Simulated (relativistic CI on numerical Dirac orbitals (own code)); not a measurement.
The 5d ions of charge 3+

These numbers are calculated, not measured: Dirac-Coulomb-Breit CI, orbitals from a KLI potential per configuration, QED by a radiative potential, valence Slater integrals scaled by 0.85 (own radial code, finite nucleus).

Each species is treated in one configuration, given outside its closed core, with all valence electrons in the open shell. Radial values are for the open shell of highest l, unscaled and averaged over j; ζ includes the Breit term. Labels give the leading LS character, summed over repeated terms.

```tsv
Ion	Configuration	Its lowest level	LS weight (%)	F² (cm⁻¹)	F⁴ (cm⁻¹)	Next level	E (cm⁻¹)	⟨r⟩ (bohr)	⟨r²⟩ (bohr²)
Hf3+	5d	2D_3/2	100			2D_5/2	3930.1	1.931	4.307
Ta3+	5d2	3F_2	94	56380	37250	3F_3	3756.1	1.841	3.914
W3+	5d3	4F_3/2	92	59150	39140	4F_5/2	2906.2	1.756	3.559
Re3+	5d4	5D_0	77	61900	41020	5D_1	2247.1	1.678	3.251
Os3+	5d5	6S_5/2	90	64620	42880	J = 5/2 (mixed)	17552	1.608	2.984
Ir3+	5d6	?	?	?	?	?	?	?	?
Pt3+	5d7	4F_9/2	85	69930	46500	4F_7/2	8906.6	1.486	2.548
Au3+	5d8	3F_4	96	72510	48270	J = 2 (mixed)	7941.4	1.432	2.368
Hg3+	5d9	2D_5/2	100			2D_3/2	14932	1.383	2.209
```

Task: Fill in the row of Ir3+.

Result: Its lowest level 5D_4; LS weight (%) 84; F² (cm⁻¹) 67300; F⁴ (cm⁻¹) 44700; Next level 5D_2; E (cm⁻¹) 5376.9; ⟨r⟩ (bohr) 1.544; ⟨r²⟩ (bohr²) 2.751.

With one configuration, terms of near-neutral atoms and ions can be 10 to 25 % off, and close levels can change places.
